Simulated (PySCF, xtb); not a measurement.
SiClFI2, SMILES F[Si](Cl)(I)I. Atoms are numbered in the order given.

```xyz
5

F      1.9351     1.0723     0.0000
Si     0.3645     0.6995     0.0000
Cl    -0.6823     2.4625     0.0000
I     -0.1030    -0.5784    -2.0205
I     -0.1030    -0.5784     2.0205
```
Charge 0, spin multiplicity 1.

The structure is a stationary point at B3LYP-D3(BJ)/def2-SVP. The def2 effective core potentials stand for the cores of I; spin–orbit coupling is left out.

Method: C-PCM-PBE0/def2-SVP in PySCF 2.14.0.

The values are the electrostatic part of the solvation free energy, E(continuum) − E(gas) at the gas-phase geometry, in a cavity of scaled van der Waals radii (PySCF's table); cavitation and dispersion terms are not included. In vacuum the orbital gap is 5.95 eV. The dipole moment in vacuum is 0.98 D.

Computed values in water (ε = 78.36), tetrahydrofuran (ε = 7.43), methanol (ε = 32.61):
```tsv
solvent	ε	ΔG(elec) (kcal/mol)	dipole (D)	gap (eV)
water	78.36	-1.5	1.26	6.00
tetrahydrofuran	7.43	-1.3	1.21	5.99
methanol	32.61	-1.5	1.25	6.00
```

For comparison, GFN2-xTB/ALPB(water) (xtb, at the GFN2-xTB geometry, all terms of that model) gives -1.4 kcal/mol.
